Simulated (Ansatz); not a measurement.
Born–Oppenheimer molecular dynamics of a periodic cell of 17 atoms, Ba₁₆H (host Ba, host structure bcc, interstitial H). It starts from a relaxed structure.

The calculation used DFT PBE-D3(BJ), scalar-relativistic, plane waves, PAW in Ansatz 0.2.0. Settings: accuracy low, cutoff 420 eV, k mesh 2x2x2, fermi-dirac smearing 0.15 eV, no spin polarisation.

```json
{
 "ensemble": "NVE (velocity Verlet)",
 "time step": "0.5 fs",
 "steps asked": "150",
 "starting velocities drawn for": "1200 K",
 "seed": "247319"
}
```

First frame:

```xyz
17
Lattice="10.0400 0.0000 0.0000 0.0000 10.0400 0.0000 0.0000 0.0000 10.0400" Properties=species:S:1:pos:R:3
Ba -0.071 0.097 -0.004
Ba 5.124 -0.070 -0.003
Ba -0.072 4.930 -0.004
Ba 0.040 0.216 5.017
Ba 2.644 2.513 2.407
Ba 5.125 5.097 -0.003
Ba 4.886 -0.096 5.016
Ba 7.506 2.513 2.732
Ba 0.038 4.809 5.017
Ba 2.416 7.532 2.424
Ba 2.646 2.513 7.627
Ba 4.885 5.123 5.016
Ba 7.604 7.534 2.600
Ba 7.504 2.513 7.302
Ba 2.418 7.532 7.610
Ba 7.602 7.534 7.433
H 8.809 2.513 5.014
```

What does the run give?

All steps were run.

| Item | Value |
| --- | --- |
| steps done | 150 |
| time covered | 75 fs |
| mean temperature over the second half | 896 K |
| spread of the potential energy over the second half | 11.7 meV per atom |
| mean potential energy of the second half above the start | 36.9 meV per atom |

The conserved energy stayed within 0.0019 meV per atom of its start (net change 0.0014 meV per atom), so the integration is sound. A run of 0.075 ps of so small a system gives no equilibrium averages. Limits of this set-up: coarse k mesh, odd electron count without spin, a small cell, in which the defect meets its images, a typed lattice constant that wasn't relaxed here, low accuracy level.

What happens to the structure?

Mean squared displacements from the first frame to the last, about the centre of mass: Ba 0.10 Å², H 0.07 Å². This is one draw of velocities; another would differ in detail.

How do temperature and energy run in time?


```csv
time (fs),T (K),potential energy less start (eV),conserved less start (meV/atom)
0,1200,0.000,0.00
3.5,1197,0.007,0.00
7,1189,0.024,0.00
10.5,1179,0.043,0.00
14,1170,0.062,0.00
17.5,1162,0.080,0.00
21,1151,0.102,0.00
24.5,1134,0.136,0.00
28,1112,0.181,0.00
31.5,1088,0.232,0.00
35,1065,0.280,0.00
38.5,1044,0.322,0.00
42,1022,0.369,0.00
45.5,993,0.429,0.00
49,959,0.498,0.00
52.5,928,0.562,0.00
56,901,0.619,0.00
59.5,874,0.675,0.00
63,843,0.739,0.00
66.5,808,0.812,0.00
70,772,0.885,0.00
73.5,741,0.949,0.00
```

The run took 18 min on 4 threads of Intel(R) Xeon(R) Platinum 8488C (Sapphire Rapids) (shared host), peak memory 3.6 GiB.
